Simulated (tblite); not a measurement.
Distances in Å between the heavy atoms of a computed structure (GFN2-xTB; lower triangle, same order across):
```
N1    0.00
C2    1.45  0.00
C3    2.46  1.54  0.00
C4    2.99  2.55  1.54  0.00
N5    3.79  3.16  2.53  1.45  0.00
N6    2.91  2.47  1.44  2.43  3.74  0.00
Si7   3.98  3.42  2.77  4.06  5.23  1.71  0.00
S8    5.33  5.22  4.50  5.40  6.76  3.08  2.15  0.00
```

Hydrogens: 2 on N1, 2 on C2, 1 on C3, 2 on C4, 2 on N5, 1 on N6, 2 on Si7, 1 on S8.

Charge 0, singlet.

**Question.** Which heavy atoms are bonded, and with what formal order?

**Answer.** N1–C2 (single); C2–C3 (single); C3–C4 (single); C4–N5 (single); C3–N6 (single); N6–Si7 (single); Si7–S8 (single).

**Question.** Which species is it?

**Answer.** `NCC(CN)N[SiH2]S`, C3H13N3SSi. Among its features: amine and Si–H bond.

**Question.** Describe the place of each heavy atom.

**Answer.** N1/N5: primary amine nitrogen; C2/C4: sp3 carbon bound to nitrogen; C3: sp3 carbon bound to nitrogen; N6: silicon-bound nitrogen; Si7: SiH2 silicon; S8: sulfur bonded to Si and H.
